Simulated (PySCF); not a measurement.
PySCF 2.14 output of a UHF calculation on a single atom or ion in cc-pVDZ-X2C, with scalar relativity by spin-free X2C-1e:

```
SCF conv_tol = 1e-09
number electrons alpha = 36  beta = 34
cycle= 1 E= -14054.2159308154  delta_E= -0.00149  |g|= 0.0133  |ddm|= 0.0729
cycle= 2 E= -14054.2161284657  delta_E= -0.000198  |g|= 0.00627  |ddm|= 0.0383
cycle= 3 E= -14054.2161999205  delta_E= -7.15e-05  |g|= 0.00551  |ddm|= 0.0344
cycle= 4 E= -14054.216208831  delta_E= -8.91e-06  |g|= 0.00149  |ddm|= 0.00744
cycle= 5 E= -14054.2162137004  delta_E= -4.87e-06  |g|= 0.000151  |ddm|= 0.0133
cycle= 6 E= -14054.2162137237  delta_E= -2.33e-08  |g|= 6.51e-05  |ddm|= 0.000643
cycle= 7 E= -14054.2162137932  delta_E= -6.96e-08  |g|= 0.000105  |ddm|= 0.00045
cycle= 8 E= -14054.2162137168  delta_E= 7.65e-08  |g|= 1.11e-05  |ddm|= 0.000622
cycle= 9 E= -14054.2162137166  delta_E= 1.78e-10  |g|= 1.41e-06  |ddm|= 6.05e-05
converged SCF energy = -14054.2162137166  <S^2> = 2.0069138  2S+1 = 3.0046057
```

The run itself started from symmetry-adapted Hartree-Fock orbitals and held the occupation by maximum overlap, so the iterations belong to that start.

**Question.** Which element, charge and spin multiplicity is this?

**Answer.** Yb (ytterbium, neutral), multiplicity 3; the state was [Xe] 4f14 5d2, high-spin 3F determinant (an excited configuration).

Spin-orbit coupling, absent here, splits the open shell strongly.
